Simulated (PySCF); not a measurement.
lithium fluoride (FLi), singlet, geometry from GFN2-xTB (such geometries of metal compounds can be far from the true shape). Base run: BLYP/cc-pVTZ (PySCF).

Here is a job for PySCF.
```python
from pyscf import gto, scf, dft

mol = gto.Mole()
mol.atom = '''
    Li   -0.000000   -0.000000   -1.140433
    F     0.000000    0.000000    0.380144
'''
mol.basis = 'cc-pvtz'
mol.charge = 0
mol.spin = 0
mol.verbose = 4
mol.build()

mf = dft.RKS(mol)
mf.xc = 'blyp'
mf.kernel()
```

Variants of this job, named by their change:

| change | ΔE vs base (mEh) | grid points | electrons on the grid |
|---|---|---|---|
| base | 0.000 | 27984 | 11.99993 |
| grids.level = 5 | -0.057 | 85456 | 12.00000 |
| grids.becke_scheme = stratmann | 0.050 | 27984 | 11.99988 |
| grids.atom_grid = (50, 194) | -0.329 | 12912 | 12.00037 |
| grids.atom_grid = (75, 302) | 0.000 | 27984 | 11.99993 |
| grids.level = 7 | -0.057 | 172288 | 12.00000 |
| grids.level = 2 | 0.022 | 22456 | 11.99991 |
| grids.level = 0 | 11.912 | 2160 | 11.98735 |
| grids.radi_method = delley | 0.069 | 27088 | 11.99988 |
| grids.radi_method = gauss_chebyshev | 0.077 | 26184 | 11.99988 |
| grids.atom_grid = (99, 590) | -0.057 | 62304 | 12.00000 |
